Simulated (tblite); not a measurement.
C₄H₉OSi (doublet state).
Cartesian coordinates in Å at the GFN2-xTB level; atoms count from 1:
```
atom  x, y, z in Å
Si1   -1.800   -0.261    0.656
C2    -0.446   -0.145   -0.702
C3    -0.065    1.278   -0.648
O4     1.173    1.482   -0.098
C5     1.642    0.240    0.393
C6     0.867   -0.852   -0.353
H7    -2.884    0.627    0.247
H8    -2.301   -1.638    0.778
H9    -1.211    0.136    1.933
H10   -0.840   -0.450   -1.671
H11   -0.441    2.077   -1.255
H12    2.721    0.199    0.229
H13    1.448    0.190    1.473
H14    0.735   -1.740    0.262
H15    1.398   -1.135   -1.265
```

Level: GFN2-xTB in tblite, geometry and Hessian alike; calculated harmonic values, unscaled, isolated species. Against measured fundamentals such values can be off by several per cent, at times by over 20. Modes of hydrogen on silicon can be 10 to 20 % off. One conformer, not necessarily the lowest. Open shells enter through the occupations alone, without spin polarisation, and single modes of such species can be off by tens of per cent.

Harmonic wavenumbers (cm⁻¹): 103.0, 149.9, 164.2, 231.3, 280.1, 378.3, 521.8, 549.7, 646.8, 684.2, 738.1, 744.1, 790.6, 799.7, 879.7, 963.0, 988.9, 999.9, 1048.1, 1077.9, 1135.9, 1140.2, 1172.7, 1184.3, 1233.7, 1258.7, 1304.4, 1335.0, 1475.8, 1491.1, 2193.9, 2283.7, 2289.9, 2892.4, 2939.0, 2964.7, 2971.8, 3010.7, 3153.0.

A = 5274, B = 2158, C = 1913 MHz; mass 101.042 u (most abundant isotopes); point group C1, symmetry number 1; spin multiplicity 2.

Problem. Zero-point energy?

Solution. Half the sum of the wavenumbers: 25085 cm⁻¹ = 71.72 kcal/mol.

Problem. Give the ideal-gas entropy at 350 K and 1 bar in the rigid-rotor, harmonic-oscillator model (classical rotation).

Solution. Translation 40.57, rotation 27.57, vibration 20.60, spin (R ln 2) 1.38: S = 90.1 cal/(mol K).

Problem. And Cp and H(350 K) − H(0)?

Solution. Cp = 34.18 cal/(mol K), of which vibrations give 26.24 (their classical limit is 39 R = 77.5); H(350 K) − H(0) = 6.95 kcal/mol without the zero-point energy, 4.17 from vibrations.

Problem. Which modes carry the vibrational entropy at 350 K?

Solution. 103.0 cm⁻¹: 3.71; 149.9 cm⁻¹: 2.98; 164.2 cm⁻¹: 2.81; 231.3 cm⁻¹: 2.16; 280.1 cm⁻¹: 1.81; 378.3 cm⁻¹: 1.30 cal/(mol K); the other 33 give 5.83 together.

Problem. Blend soft modes into free rotors: weight 1/[1 + (100 cm⁻¹/ν̃)⁴] for the oscillator and the rest for a rotor with moment μB/(μ + B), μ = h/(8π²ν), B = 10⁻⁴⁴ kg m². What vibrational entropy results?

Solution. 20.17 cal/(mol K) in place of 20.60, which changes −T·S at 350 K by +0.15 kcal/mol.

Problem. What must be added to the electronic energy to get the Gibbs energy at 350 K and 1 bar?

Solution. ZPE + [H(350 K) − H(0)] − T·S = 71.72 + 6.95 − 31.54 = 47.13 kcal/mol.

Hindered rotation and anharmonicity are outside this model. Other conformers, if any are populated, would add a mixing term that is left out. The structure is chiral; the term R ln 2 for an equal mix with its mirror image is left out.
